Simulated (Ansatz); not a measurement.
Two isomers of CH7BOSi: A = `OBC[SiH3]`, B = `BC[SiH2]O`.

Gas-phase electronic energies from Ansatz, PBE0-D4/def2-TZVP geometries. CCSD(T)/CBS is the MP2 limit (def2-TZVPP, def2-QZVPP) plus CCSD(T) − MP2 in def2-TZVPP, frozen cores. Functionals use def2-TZVPP. B3LYP here is the variant with VWN-RPA as its local correlation; programs differ in this. One conformer a species, not always the lowest.

Q: Which isomer does CCSD(T)/CBS put lower? Give the gap. (Best estimate.)

A: The calculation gave: A, by 12.3 kcal/mol.

Q: Give E(B) − E(A) in kcal/mol with BLYP-D4, ωB97M-V, B3LYP-D4, r2SCAN-D4, CCSD(T)/def2-SVP, B3LYP, PBE0-D4. (Estimate.)

A: Computed: BLYP-D4 13.8, ωB97M-V 13.1, B3LYP-D4 13.3, r2SCAN-D4 13.4, CCSD(T)/def2-SVP 22.1, B3LYP 13.4, PBE0-D4 14.2. None reverses the order clearly.

Q: Does the order hold for the free energy at 298.15 K (harmonic terms from PBE0-D4)? (Estimate.)

A: Computed: Yes: G(B) − G(A) = +11.4 kcal/mol, for one conformer each.

Largest T1 diagnostic: 0.012.

Leaving LDA and LC-ωPBE aside and taking each functional with its dispersion term where it has one, the values, not all of them listed here, spread over 2.8 kcal/mol, from BHLYP-D4 to PBE-D4. LDA lies +1.7 kcal/mol from PBE without D4. In def2-TZVPP, CCSD(T) changes the Hartree–Fock value by +2.2 kcal/mol (the triples alone add +0.4 kcal/mol) and MP2 by +1.5 kcal/mol.
